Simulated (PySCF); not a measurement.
## [TcS2]+: double against triple zeta

Base calculation in PySCF with density fitting and no spin–orbit coupling, PBE/def2-SVP (scalar-relativistic core potentials): triplet, C2v, Tc–S 2.070 Å (×2); S–Tc–S 110.6°; wavenumbers 202, 552, 562 cm⁻¹; dipole moment about the centre of mass 1.78 D, polar-tensor charge of Tc 1.03 e.

Task: What changes on going to PBE/def2-TZVP (scalar-relativistic core potentials)?

Result: The point group stays the same. Changes: mean bond to Tc -0.012 Å, smallest bond angle +0.1 degrees, highest wavenumber +6 cm⁻¹, lowest wavenumber 0 cm⁻¹, dipole moment about the centre of mass -0.10 D, polar-tensor charge of Tc +0.05 e. The new structure has Tc–S 2.058 Å (×2); S–Tc–S 110.7°, with wavenumbers 202, 562, 568 cm⁻¹. The larger basis shortens the bonds, as added polarisation functions usually do.

Open d or f shells are single determinants, so the state found may not be the ground state. The structures come from searches over a few start shapes, so lower isomers are not excluded.
